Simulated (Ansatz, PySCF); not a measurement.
CH8FNSi2, SMILES N[SiH2][SiH2]CF. Atoms are numbered in the order given.

```xyz
13

N     -1.3562     0.3147     1.3105
Si    -1.4888    -0.2867    -0.3159
Si     0.6351     0.0836    -1.2282
C      1.7268     0.5567     0.2657
F      1.5572    -0.4178     1.2593
H     -0.5545    -0.0016     1.8502
H     -2.1839     0.3872     1.8937
H     -2.5378     0.5001    -1.0313
H     -1.8655    -1.7312    -0.4689
H      0.6636     1.2230    -2.1961
H      1.2053    -1.1215    -1.9007
H      1.4089     1.5289     0.6799
H      2.8011     0.6185     0.0234
```

Coordinates come from a ωB97X-D3(BJ)/def2-SVP optimisation. This is a generated structure with no PubChem entry under its InChIKey; it may be hypothetical. The values are those of a single conformer.

Two levels are set side by side: PBE-D3(BJ)/def2-SVP (Ansatz, a first-principles code) and ωB97X-D3(BJ)/def2-SVP (PySCF). Each level has its own optimised geometry; the coordinates shown are those of the second. Frequencies come from the Hessian of PySCF at each geometry. Differences are taken from unrounded values.

```tsv
quantity	ωB97X-D3(BJ)
mean bond length (Å)	1.468
bond N1–Si2 (Å)	1.739
bond Si2–Si3 (Å)	2.341
bond Si3–C4 (Å)	1.910
bond C4–F5 (Å)	1.402
bond N1–H6 (Å)	1.017
bond N1–H7 (Å)	1.015
bond Si2–H8 (Å)	1.494
bond Si2–H9 (Å)	1.501
bond Si3–H10 (Å)	1.495
bond Si3–H11 (Å)	1.493
bond C4–H12 (Å)	1.104
bond C4–H13 (Å)	1.103
highest harmonic wavenumber (cm⁻¹)	3698
mean harmonic wavenumber (cm⁻¹)	1222
zero-point energy (kcal/mol)	57.64
```

### Question
What does PBE-D3(BJ) give, and how far is it from ωB97X-D3(BJ)? (Estimate from the structure and the level; the computed values follow.)

### Answer

```tsv
quantity	PBE-D3(BJ)	PBE-D3(BJ) minus ωB97X-D3(BJ)
mean bond length (Å)	1.480	0.012
bond N1–Si2 (Å)	1.753	0.014
bond Si2–Si3 (Å)	2.362	0.021
bond Si3–C4 (Å)	1.924	0.014
bond C4–F5 (Å)	1.408	0.006
bond N1–H6 (Å)	1.026	0.009
bond N1–H7 (Å)	1.024	0.009
bond Si2–H8 (Å)	1.507	0.013
bond Si2–H9 (Å)	1.517	0.016
bond Si3–H10 (Å)	1.509	0.013
bond Si3–H11 (Å)	1.506	0.013
bond C4–H12 (Å)	1.113	0.009
bond C4–H13 (Å)	1.112	0.009
highest harmonic wavenumber (cm⁻¹)	3557	-141
mean harmonic wavenumber (cm⁻¹)	1169	-53
zero-point energy (kcal/mol)	55.13	-2.51
```

GGA bonds tend to be longer and softer than those of functionals with exact exchange. Differences between two approximate levels are no errors against the true value.
